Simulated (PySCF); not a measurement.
Compound: CH5BCl3N.
Structure used (PBE0-D3(BJ)/def2-SVP), in Å, numbered top down from 1:
```xyz
11
CH5BCl3N angstrom
N     -1.3319    0.1101   -0.0870
B      0.0630   -0.5378   -0.5617
C      1.1824    0.1733    0.3697
Cl     2.7997   -0.4126   -0.0133
Cl     1.1335    1.9713    0.1478
Cl     0.8348   -0.1393    2.1201
H     -1.4701   -0.0713    0.9121
H     -1.2956    1.1265   -0.2128
H     -2.1229   -0.2652   -0.6092
H      0.0087   -1.7337   -0.3387
H      0.2245   -0.2461   -1.7328
```

Method used: PBE0-D3(BJ)/def2-SVP geometry optimisation, gas phase in PySCF.

Take the most abundant isotopes and a rigid rotor. 

Problem. Give the principal moments of inertia and the rotational constants in cm⁻¹.

Solution. Ia = 263.35, Ib = 338.74, Ic = 377.29 u·Å²; 505379 MHz·u·Å²/I gives 1919, 1492 and 1340 MHz, that is A = 0.06401, B = 0.04977, C = 0.04468 cm⁻¹.

Problem. Classify the top.

Solution. An asymmetric top. Ray's parameter κ = (2B − A − C)/(A − C) = -0.474; −1 is the prolate and +1 the oblate limit.

Problem. What does the inertial defect say?

Solution. Not planar: Δ = Ic − Ia − Ib = -224.80 u·Å². For a rigid frame Δ = −2 Σ m c², so Σ m c² = 112.40 u·Å² lies off the ab plane: 12.20 from hydrogen and 100.20 from heavier atoms. The atom farthest from that plane is 2.14 Å away.

Problem. Where do the levels up to J = 2 lie, in K?

Solution. Above 0(0,0), as E/k:
J = 1: 1(0,1) 0.136, 1(1,1) 0.156, 1(1,0) 0.164
J = 2: 2(0,2) 0.406, 2(1,2) 0.421, 2(1,1) 0.443, 2(2,1) 0.504, 2(2,0) 0.506
Those of J = 1 are B + C, A + C and A + B.

Problem. Predict some low-J microwave lines.

Solution. The dipole components are |μa| = 5.61 D, |μb| = 0.00 D, |μc| = 0.07 D; the mirror of this Cs structure is the ac plane, so μb vanishes by symmetry and there are no b-type lines. The squared components, which scale the intensities, stand as 1.00 : 0.00 (a : c). Some lines, for components of 0.1 D or more:

```
type  branch         J(Ka,Kc)   MHz  lower level (cm⁻¹)
   a       Q  2(1,1) ← 2(1,2)   457               0.293
   a       R  1(0,1) ← 0(0,0)  2831               0.000
   a       R  2(1,2) ← 1(1,1)  5510               0.109
   a       R  2(0,2) ← 1(0,1)  5629               0.094
   a       R  2(1,1) ← 1(1,0)  5815               0.114
```

Problem. Estimate the classical rotational partition function at 25 K, 50 K and 200 K.

Solution. Point group Cs, symmetry number σ = 1; q = (√π/σ)·√((kT/h)³/(ABC)), k/h = 20836.6 MHz/K: 10800 at 25 K, 30400 at 50 K, 243000 at 200 K.

Whether it is a minimum is left open (no frequencies). No vibrational averaging or centrifugal distortion is included, and the geometry carries the error of its method. A rigid rotor knows nothing of internal rotation, which can split or shift real lines. Quadrupole hyperfine structure (11B, 14N, 35Cl) is left out.
